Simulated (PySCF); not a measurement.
## Two-component Hartree-Fock for Fe⁺ (iron, charge +1)

Start: [Ar] 3d6 4s1; 3d3/2 filled at m_j = -3/2, -1/2, +1/2, +3/2; 3d5/2 filled at m_j = +3/2, +5/2; 4s1/2 filled at m_j = +1/2. Calculated with PySCF 2.14 in x2c-TZVPall-2c (6s7p4d1f, 54 functions): generalised Hartree-Fock with the X2C-1e Hamiltonian and a Gaussian nucleus; one run each with spin-orbit coupling (SO) switched off, then screened by Boettger's factors.

```csv
spinor shell,electrons,"ε, spin-free (eV)","ε, screened SO (eV)",weight of nominal j (screened SO),"rms radius, screened SO (bohr)"
1s1/2,2,-7183.6,-7183.5,1.000,0.0675
2s1/2,2,-890.94,-890.91,1.000,0.288
2p1/2,2,-756.68,-765.64,0.987,0.259
2p3/2,4,-756.68,-752.26,0.994,0.261
3s1/2,2,-123.89,-123.87,1.000,0.871
3p3/2,4,-83.333,-82.571,0.830,0.937
3p1/2,2,-83.333,-84.855,0.659,0.933
3d3/2,4,-25.664,-25.312,0.659,1.22
3d5/2,2,-25.664,-26.366,0.895,1.21
4s1/2,1,-15.422,-15.422,1.000,2.98
```

```
   quantity    spin-free  screened SO
E (hartree)  -1271.08701  -1271.10877
        M_J          9/2          9/2
       ⟨J²⟩       24.758       24.758
       ⟨L²⟩        6.005        6.011
       ⟨S²⟩        8.753        8.749
```

Each row is a mean over spinors that exchange with the open shell spreads, by up to 15.403 eV (3p3/2).

Rows whose weight is well below 1 are mixtures of j = l ± 1/2: exchange outweighs spin-orbit coupling there, and the label is only the starting occupation.

Without spin-orbit coupling the j labels of p, d and f shells carry no meaning; the spin-free column gives the mean over the occupied spinors of each nl shell.
